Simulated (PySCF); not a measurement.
# Magnetisability: `O=COC(=O)C#CCCl`, C5H3ClO3

Geometry:
```
atom   x (Å)   y (Å)   z (Å)
  O1   3.754   1.060   0.416
  C2   2.945   0.558   1.117
  O3   1.658   0.259   0.827
  C4   1.082   0.518  -0.407
  O5   1.626   1.022  -1.337
  C6  -0.283   0.075  -0.369
  C7  -1.437  -0.269  -0.422
  C8  -2.802  -0.706  -0.404
 Cl9  -3.209  -1.410   1.205
 H10   3.112   0.240   2.161
 H11  -3.477   0.134  -0.574
 H12  -2.967  -1.484  -1.151
```

Method used: GIAO PBE0/pcSseg-1 magnetisability, rotational g tensor and spin-rotation constants, non-relativistic, gas phase (PySCF 2.14.0). Geometry: GFN2-xTB.

**Question.** How diamagnetic is it, and how anisotropic?

**Answer.** Isotropic -1158 × 10⁻³⁰ J/T², or -69.7 × 10⁻⁶ cm³/mol; principal values -1189, -1175, -1109 × 10⁻³⁰ J/T², anisotropy 73 × 10⁻³⁰ J/T² (root of half the summed squared differences of the principal values). The susceptibility is in cgs units.

**Question.** Split it along the inertial axes a, b, c into diamagnetic and paramagnetic parts about the centre of mass, with the quadrupole moment.

**Answer.** 
| axis | χ (10⁻⁶ cm³/mol) | diamagnetic (10⁻⁶ cm³/mol) | paramagnetic (10⁻⁶ cm³/mol) | summed x² of all electrons (Å²) | quadrupole Θ (D Å) |
| --- | --- | --- | --- | --- | --- |
| a | -69.8 | -379.5 | 309.6 | 547.9 | -12.08 |
| b | -67.7 | -2379.9 | 2312.2 | 76.3 | +6.04 |
| c | -71.6 | -2648.3 | 2576.7 | 13.1 | +6.05 |

Anisotropies 2χaa − χbb − χcc = -0.4 and 2χbb − χaa − χcc = +6.0 × 10⁻⁶ cm³/mol. Θ is traceless in Buckingham's convention.

**Question.** And the rotational g tensor?

**Answer.** 
| axis | rotational constant (GHz) | g | nuclear part | electronic part |
| --- | --- | --- | --- | --- |
| a | 4.1128 | -0.0534 | 0.5448 | -0.5983 |
| b | 0.4798 | -0.0091 | 0.5121 | -0.5212 |
| c | 0.4309 | -0.0074 | 0.5142 | -0.5216 |

Asymmetric top; isotopes 12C, 35Cl, 1H, 16O; no vibrational averaging.
